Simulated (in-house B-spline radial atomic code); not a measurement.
**Ionising Er³⁹⁺ with different functionals**

Computed with an all-electron radial atomic-structure program (B-spline basis): scalar-relativistic (spin-free X2C) Hamiltonian, Fermi nucleus of rms radius 5.2516 fm, spin-polarised at highest spin, spherical fractional occupations for the functionals. The ionisation energy is the difference of two self-consistent energies, [Ar] 3d10 4s1 → [Ar] 3d10, without Breit or QED terms; ε is the level of the shell that loses the electron (its least bound occupied spin orbital). There is no spin-orbit coupling in this Hamiltonian.

```tsv
method	rung	ΔSCF (eV)	-ε(4s) (eV)
LDA PW92	LDA	1866.01	1842.85
OLYP	GGA	1865.53	1841.44
r2SCAN	meta-GGA	1861.79	1841.77
TPSS	meta-GGA	1864.68	1841.45
B3LYP	global hybrid	1866.05	1846.88
CAM-B3LYP	range-separated hybrid	1866.07	1848.93
LC-wPBE	range-separated hybrid	1867.08	1849.18
```

(1) Among the functionals, which spreads more, the ΔSCF values or the orbital energies?

(2) How do they compare with the NIST value?

## Answers

(1) The orbital energies: ΔSCF values span about 5.29 eV and the orbital energies 7.74 eV.

(2) NIST lists 1858.5 eV ± 0.5 (semi-empirical, ground level to ground level). Errors run from +3.29 to +8.58 eV; r2SCAN is closest (+3.29 eV), but part of that can be cancellation, since the calculations leave out Breit-QED terms.
